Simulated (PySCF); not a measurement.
A GIAO shielding run with PySCF (density fitting, non-relativistic, gas phase) on SMILES C=C1C[C@]1(F)OCC, C₆H₉FO:

```
$ OMP_NUM_THREADS=1 python probes_run.py task.json out

{"job": {"kind": "nmr", "xc": "PBE0", "basis": "pcSseg-1"}, "charge": 0, "multiplicity": 1}
C     -3.104968     0.642215     0.430355
C     -1.952246     0.093249     0.147739
C     -1.181807    -1.094062    -0.266414
C     -0.502934     0.238161    -0.005549
F     -0.068109     0.897300    -1.148447
O      0.300384     0.462582     1.064094
C      1.546026    -0.239943     1.083763
C      2.607143     0.398611     0.197165
H     -3.180435     1.681069     0.704782
H     -4.020291     0.073171     0.398715
H     -1.264384    -1.428656    -1.290968
H     -1.030298    -1.887330     0.452410
H      1.384028    -1.285850     0.791979
H      1.853441    -0.206074     2.131839
H      2.735617     1.442968     0.468711
H      3.551736    -0.122410     0.329055
H      2.320099     0.347029    -0.849677
```

Hardware: 1 thread of an Arm Neoverse V1, shared host. The job also computes population analyses, field gradients, ring-centre shieldings.

(1) How large is the calculation?

(2) How long does it take, and how much memory does it need?

Results:

(1) 62 electrons, 181 basis functions and 934 auxiliary functions.

(2) 23 s of wall time, with 14 SCF cycles and 5 response iterations; peak memory 0.81 GiB. Times on a shared host scatter by some tens of per cent.
